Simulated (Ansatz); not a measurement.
`C[SiH2][SiH2][SiH2][SiH2][SiH2][SiH2][SiH2][SiH2][SiH2]C` with charge -1. The state is a doublet with charge -1. Geometry r2SCAN-D4/def2-SVP, that of the neutral singlet.

```xyz
35

C    -2.229   -3.924   -3.598
Si   -0.796   -4.202   -2.401
Si   -1.574   -4.086   -0.186
Si   -2.751   -2.066    0.037
Si   -1.381   -0.361   -0.821
Si    0.747   -0.481    0.170
Si    2.075    1.292   -0.612
Si    0.809    3.261   -0.383
Si   -0.062    3.271    1.800
Si    1.753    3.000    3.270
C     3.093    4.271    2.882
H    -3.004   -4.696   -3.467
H    -1.885   -3.961   -4.644
H    -2.695   -2.940   -3.428
H     0.244   -3.139   -2.585
H    -0.142   -5.525   -2.659
H    -0.435   -4.102    0.788
H    -2.470   -5.248    0.123
H    -3.080   -1.766    1.467
H    -4.035   -2.142   -0.735
H    -1.974    0.994   -0.576
H    -1.236   -0.536   -2.304
H     1.367   -1.811   -0.134
H     0.590   -0.370    1.657
H     2.442    1.048   -2.044
H     3.338    1.411    0.186
H    -0.269    3.289   -1.421
H     1.677    4.468   -0.577
H    -0.783    4.556    2.073
H    -1.040    2.145    1.947
H     2.292    1.614    3.088
H     1.298    3.128    4.691
H     3.957    4.154    3.555
H     2.708    5.297    2.997
H     3.451    4.156    1.846
```

At PBE-D4/def2-SVP, PBE0-D4/def2-SVP the highest occupied level of the charge -1 doublet lies above zero (up to 2.10 eV). By energy differences it is unbound by 0.43 eV (vertical, against the charge 0 singlet, at PBE-D4/def2-SVP) and held by the finite basis. At PBE-D4/def2-SVP the gap within one spin of the charge -1 doublet nearly closes, so an electron or hole may be smeared out by delocalisation error.

Task: Estimate the α-spin orbital energies around the gap (eV) in Ansatz with PBE-D4/def2-SVP, PBE0-D4/def2-SVP.

Result: 
```json
{"orbital": "HOMO−5", "PBE-D4/def2-SVP": "-3.81", "PBE0-D4/def2-SVP": "-4.93"}
{"orbital": "HOMO−4", "PBE-D4/def2-SVP": "-3.58", "PBE0-D4/def2-SVP": "-4.68"}
{"orbital": "HOMO−3", "PBE-D4/def2-SVP": "-3.40", "PBE0-D4/def2-SVP": "-4.45"}
{"orbital": "HOMO−2", "PBE-D4/def2-SVP": "-3.37", "PBE0-D4/def2-SVP": "-4.34"}
{"orbital": "HOMO−1", "PBE-D4/def2-SVP": "-3.00", "PBE0-D4/def2-SVP": "-3.85"}
{"orbital": "HOMO", "PBE-D4/def2-SVP": "2.10", "PBE0-D4/def2-SVP": "1.91"}
{"orbital": "LUMO", "PBE-D4/def2-SVP": "2.17", "PBE0-D4/def2-SVP": "2.84"}
{"orbital": "LUMO+1", "PBE-D4/def2-SVP": "2.24", "PBE0-D4/def2-SVP": "2.93"}
{"orbital": "LUMO+2", "PBE-D4/def2-SVP": "2.33", "PBE0-D4/def2-SVP": "3.13"}
{"orbital": "LUMO+3", "PBE-D4/def2-SVP": "2.40", "PBE0-D4/def2-SVP": "3.16"}
{"orbital": "LUMO+4", "PBE-D4/def2-SVP": "2.57", "PBE0-D4/def2-SVP": "3.40"}
{"orbital": "LUMO+5", "PBE-D4/def2-SVP": "2.80", "PBE0-D4/def2-SVP": "3.68"}
{"orbital": "β HOMO", "PBE-D4/def2-SVP": "-2.92", "PBE0-D4/def2-SVP": "-3.69"}
{"orbital": "β LUMO", "PBE-D4/def2-SVP": "2.25", "PBE0-D4/def2-SVP": "2.97"}
```
